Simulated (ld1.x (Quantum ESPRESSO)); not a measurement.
The numbers below are computed, except where a source is named.
Potentials for nitrogen (N) compared

Generated with ld1.x 7.5 (TM, RRKJ, ultrasoft, PAW), atompaw 4.2 or ONCVPSP 4.0.1. The cutoff is in Ry: for ld1.x and atompaw files where the sum of valence levels is converged to 10 mRy in a Bessel basis, for ONCV files where the hardest occupied wave has 1 mHa per electron of residual kinetic energy. The error is the largest all-electron minus pseudo excitation energy over each file’s own four to seven test configurations (ionisations up to +4, promotions, holes and added fractions of an electron), all of which were solved. The labels leave out finer settings (local radius, basis sizes, second energies), which also bear on the numbers. Spin-polarised tests are not counted. The rows are a selection from randomly drawn settings: files with unsolved tests, undetermined cutoffs or missed reference levels are left out.

| potential | cutoff (Ry) | largest error (meV) | bound ghosts |
| --- | --- | --- | --- |
| TM, LDA (PZ), scalar-relativistic, rc 0.65/1.70/1.40 (spd), local p, core correction yes, reference 2s2 2p3 | 180 | +1405 | none |
| TM, PBE, non-relativistic, rc 0.75/1.50/1.35 (spd), local d, core correction no, reference 2s2 2p2.5 | 100 | +1096 | none |
| ultrasoft, LDA (PZ), non-relativistic, rc 0.80/1.35 (sp), local smoothed, core correction yes, reference 2s2 2p1 | 50 | +98 | none |
| TM, PW91, non-relativistic, rc 1.10/1.55/1.65 (spd), local smoothed, core correction yes, reference 2s2 2p3 | 50 | +1106 | none |
| ultrasoft, LDA (PZ), scalar-relativistic, rc 0.85/1.30/0.95 (spd), local smoothed, core correction no, reference 2s2 2p3 | 45 | +687 | none |
| TM, PBE, scalar-relativistic, rc 0.75/1.10 (sp), local s, core correction yes, reference 2s2 2p3 | 110 | +342 | none |

**Question.** Fill in the row for N: PAW, PW91, scalar-relativistic, rc 1.30/2.25/1.90 (spd), local smoothed, core correction yes, reference 2s2 2p3.

**Answer.** cutoff 18 Ry, largest error -44 meV, bound ghosts: none.
